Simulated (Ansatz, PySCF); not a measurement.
Os(CO)3 (C3O3Os), SMILES [C-](->[Os](<-[C-]#[O+])<-[C-]#[O+])#[O+], multiplicity 1. Atoms are numbered in the order given.

```xyz
7

Os     0.3948     0.2821     0.0000
O     -0.6898     0.6019     2.8467
C     -0.1544     0.4611     1.8410
O     -0.6898     0.6019    -2.8467
C     -0.1544     0.4611    -1.8410
O     -0.4026    -2.5749     0.0000
C     -0.1122    -1.4593     0.0000
```

The structure is a stationary point at PBE0-D3(BJ)/def2-SVP. The spin state was assumed, not searched. The def2 effective core potentials stand for the cores of Os; spin–orbit coupling is left out.

Two levels are set side by side: PBE-D3(BJ)/def2-SVP (Ansatz, a first-principles code) and PBE0-D3(BJ)/def2-SVP (Ansatz). Each level has its own optimised geometry; the coordinates shown are those of the second. Frequencies come from the Hessian of PySCF at each geometry. Differences are taken from unrounded values.

```json
[
 {"quantity": "mean bond length (Å)", "PBE0-D3(BJ)": "1.520", "PBE-D3(BJ)": "1.530", "PBE-D3(BJ) minus PBE0-D3(BJ)": "0.010"},
 {"quantity": "bond Os1–C3 (Å)", "PBE0-D3(BJ)": "1.930", "PBE-D3(BJ)": "1.931", "PBE-D3(BJ) minus PBE0-D3(BJ)": "0.001"},
 {"quantity": "bond Os1–C5 (Å)", "PBE0-D3(BJ)": "1.930", "PBE-D3(BJ)": "1.931", "PBE-D3(BJ) minus PBE0-D3(BJ)": "0.001"},
 {"quantity": "bond Os1–C7 (Å)", "PBE0-D3(BJ)": "1.814", "PBE-D3(BJ)": "1.818", "PBE-D3(BJ) minus PBE0-D3(BJ)": "0.004"},
 {"quantity": "bond O2–C3 (Å)", "PBE0-D3(BJ)": "1.148", "PBE-D3(BJ)": "1.166", "PBE-D3(BJ) minus PBE0-D3(BJ)": "0.018"},
 {"quantity": "bond O4–C5 (Å)", "PBE0-D3(BJ)": "1.148", "PBE-D3(BJ)": "1.166", "PBE-D3(BJ) minus PBE0-D3(BJ)": "0.018"},
 {"quantity": "bond O6–C7 (Å)", "PBE0-D3(BJ)": "1.153", "PBE-D3(BJ)": "1.170", "PBE-D3(BJ) minus PBE0-D3(BJ)": "0.017"},
 {"quantity": "highest harmonic wavenumber (cm⁻¹)", "PBE0-D3(BJ)": "2192", "PBE-D3(BJ)": "2077", "PBE-D3(BJ) minus PBE0-D3(BJ)": "-115"},
 {"quantity": "mean harmonic wavenumber (cm⁻¹)", "PBE0-D3(BJ)": "741", "PBE-D3(BJ)": "710", "PBE-D3(BJ) minus PBE0-D3(BJ)": "-31"},
 {"quantity": "zero-point energy (kcal/mol)", "PBE0-D3(BJ)": "15.89", "PBE-D3(BJ)": "15.23", "PBE-D3(BJ) minus PBE0-D3(BJ)": "-0.66"}
]
```

Exact exchange shortens and stiffens bonds; PBE has none. Differences between two approximate levels are no errors against the true value.
